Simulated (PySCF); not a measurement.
## Bonding in `C=CC[C@@H](C#N)O[SiH2]C`

Species: C6H11NOSi.
SMILES with atom numbers: `[CH2:1]=[CH:2][CH2:3][C@@H:4]([C:5]#[N:6])[O:7][SiH2:8][CH3:9]` (hydrogens: H10, H11 on C1; H12 on C2; H13, H14 on C3; H15 on C4; H16, H17 on Si8; H18, H19, H20 on C9)

Cartesian coordinates in Å at the GFN2-xTB level; atoms count from 1:
```xyz
20
C6H11NOSi angstrom
C      3.4762    1.2656   -0.7508
C      2.7490    0.1961   -0.4891
C      1.4639    0.2245    0.2758
C      0.2905   -0.3277   -0.5585
C      0.5421   -1.7141   -0.9148
N      0.7247   -2.8128   -1.1704
O     -0.8883   -0.2238    0.1852
Si    -2.4260   -0.1838   -0.3522
C     -3.3921    0.0375    1.2529
H      4.3995    1.2061   -1.3003
H      3.1815    2.2471   -0.4159
H      3.0601   -0.7823   -0.8318
H      1.5496   -0.3870    1.1788
H      1.2123    1.2441    0.5733
H      0.2043    0.2440   -1.4967
H     -2.5835    0.9484   -1.2766
H     -2.7729   -1.4162   -1.0662
H     -3.0498    0.8993    1.8174
H     -3.3020   -0.8334    1.8948
H     -4.4443    0.1789    1.0324
```

Bond orders from the PBE0/pcSseg-1 density (PySCF). The structure is a single GFN2-xTB conformer in the gas phase; no vibrational or solvent corrections.

Problem. Where do the orders between heavy atoms depart from those drawn in the SMILES?

Solution. The largest departure is 0.125, at C4–O7 (drawn single, 0.875). Drawn single, order below 0.88: C4–O7 (0.875).

Problem. Set the Mayer orders of the bonds beside their lengths.

Solution. 
```json
{"bond": "C1–C2", "drawn as": "double", "length (Å)": "1.319", "Mayer order": "1.989"}
{"bond": "C2–C3", "drawn as": "single", "length (Å)": "1.496", "Mayer order": "1.016"}
{"bond": "C3–C4", "drawn as": "single", "length (Å)": "1.542", "Mayer order": "1.004"}
{"bond": "C4–C5", "drawn as": "single", "length (Å)": "1.453", "Mayer order": "0.947"}
{"bond": "C5–N6", "drawn as": "triple", "length (Å)": "1.143", "Mayer order": "3.040"}
{"bond": "C4–O7", "drawn as": "single", "length (Å)": "1.398", "Mayer order": "0.875"}
{"bond": "O7–Si8", "drawn as": "single", "length (Å)": "1.629", "Mayer order": "0.917"}
{"bond": "Si8–C9", "drawn as": "single", "length (Å)": "1.886", "Mayer order": "0.971"}
{"bond": "C1–H10", "drawn as": "single", "length (Å)": "1.076", "Mayer order": "0.953"}
{"bond": "C1–H11", "drawn as": "single", "length (Å)": "1.078", "Mayer order": "0.955"}
{"bond": "C2–H12", "drawn as": "single", "length (Å)": "1.082", "Mayer order": "0.945"}
{"bond": "C3–H13", "drawn as": "single", "length (Å)": "1.094", "Mayer order": "0.931"}
{"bond": "C3–H14", "drawn as": "single", "length (Å)": "1.092", "Mayer order": "0.950"}
{"bond": "C4–H15", "drawn as": "single", "length (Å)": "1.102", "Mayer order": "0.920"}
{"bond": "Si8–H16", "drawn as": "single", "length (Å)": "1.470", "Mayer order": "0.916"}
{"bond": "Si8–H17", "drawn as": "single", "length (Å)": "1.466", "Mayer order": "0.920"}
{"bond": "C9–H18", "drawn as": "single", "length (Å)": "1.086", "Mayer order": "0.958"}
{"bond": "C9–H19", "drawn as": "single", "length (Å)": "1.086", "Mayer order": "0.958"}
{"bond": "C9–H20", "drawn as": "single", "length (Å)": "1.084", "Mayer order": "0.957"}
```

By pair of heavy elements: C–C: lowest C4–C5 (0.947, 1.453 Å), highest C1–C2 (1.989, 1.319 Å); in 2 of the 6 pairs the longer bond (by over 0.003 Å) has the higher order (by 0.02 or more).

Problem. Sum the orders of all bonds at each heavy atom with more than one neighbour and set the sums beside the valence in the SMILES.

Solution. C1 3.897 (drawn 4), C2 3.950 (drawn 4), C3 3.901 (drawn 4), C4 3.746 (drawn 4), C5 3.987 (drawn 4), O7 1.792 (drawn 2), Si8 3.724 (drawn 4), C9 3.844 (drawn 4). Orders between atoms that aren't bonded are not in these sums.

Mayer orders depend on the basis set.
